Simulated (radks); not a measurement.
The numbers below are computed, except where a source is named.
The mean radii <r> (bohr) of the occupied orbitals of an atom or ion are listed with their occupations. Level of theory: scalar-relativistic Kohn-Sham, r2SCAN, spin-polarised, spherical densities, finite nucleus; meta-GGA in the generalised Kohn-Sham scheme; Fermi nuclear charge, rms radius of each element as measured or else 0.836 A^(1/3) + 0.57 fm (a radial shooting solver on a logarithmic mesh with Libxc functionals).

orbital  occ.      <r>
1s up       1  0.06084
1s down     1  0.06079
2s up       1   0.2700
2s down     1   0.2707
2p up       3   0.2366
2p down     2   0.2375

Name the element and its charge. Open shells, if any, are filled with parallel spins first.

Answer. Z = 25, manganese, charge +16: Mn16+ in [He] 2s2 2p5. The 1s radius gives Z: for a bare nucleus <r> = (2 gamma + 1)/(2Z) with gamma = sqrt(1 - (Z/c)^2), 0.05933 bohr for Z = 25, and screening makes it slightly larger (0.06084 here). The occupations add up to 9, and the charge is Z minus that.
